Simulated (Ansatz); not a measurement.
A search over several starts for the lowest SCF solution of SnSe₂⁻ at the given spin, in a small basis.

```yaml
crystal:
  periodic: [false, false, false]
  atoms:
    - {symbol: Sn, position_ang: [-0.040260, 0.004909, -0.688209]}
    - {symbol: Se, position_ang: [2.175287, -0.445974, 0.214878]}
    - {symbol: Se, position_ang: [-2.135037, 0.441075, 0.473332]}
basis:
  gaussian: {orbitals: def2-SVP, initial_orbitals: start.molden}
total_charge: -1
magnetization: {spin_polarized: true, initial_magnetization: 1}
hamiltonian: {xc: pbe0, dispersion: d4}
output: {orbitals: {seedname: orbitals}}
```

The file start.molden holds the orbitals of an earlier run on this structure, at another level or in another basis.

```sh
$ ansatz run in.yaml --threads 2 --pin off --events-out ev --progress --plain --max-ram 4352MiB
```

It prints (some lines left out):

```
Functional definition: PBE0
956 factors; integrals over basis functions are off by at most 2.8e-4 eV
mean field evaluation 1: about -136490.6857 eV, gradient 8.0e1 eV
mean field evaluation 2: about -136495.4732 eV, gradient 7.9e0 eV
mean field evaluation 4: about -136497.9778 eV, gradient 8.5e-1 eV
mean field evaluation 8: about -136503.1151 eV, gradient 5.1e-1 eV
mean field evaluation 16: about -136500.2359 eV, gradient 2.0e1 eV
mean field evaluation 32: about -136503.1428 eV, gradient 3.7e-5 eV
mean field -136503.14278440 eV, -5016.3979721734 hartree, gradient 1.9e-5 eV, S^2 0.757753; 2 other end points of the search recorded, 0 dependent functions left out
reference -136503.14280415 eV, -5016.3979728990 hartree; 46, 45 occupied and 44, 45 virtual orbitals, 956 factors
Total energy: -136503.25265708 eV, -5016.4020099199 hartree
```

It took 6.5 s on 2 threads of Arm Neoverse V2 on a shared host.

In the def2 sets Sn takes a core potential; there is no spin–orbit coupling. The structure comes from a short search, and lower isomers may exist.
